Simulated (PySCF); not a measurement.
HInO, SMILES [In][OH] (connectivity only; charge and spin as stated), neutral, multiplicity 1.

Geometry: PBE-D3(BJ)/def2-TZVP. A frequency run showed that this geometry is not a minimum. The def2 effective core potentials stand for the cores of In; spin–orbit coupling is left out.

Computed with PBE-D3(BJ)/def2-TZVP (PySCF).

Frequencies are harmonic and unscaled.

Modes within 1.5 cm⁻¹ of each other (mostly degenerate sets) share a row, with their intensities summed.

Computed normal modes with their intensities:
```
mode  ν (cm⁻¹)  IR (km/mol)  moving atoms (share of kinetic energy)
----  --------  -----------  --------------------------------------
1–2       301i        388.3                          H 88 %, O 12 %
3          544        124.3                         O 82 %, In 13 %
4         3788         20.1                                  H 94 %
```
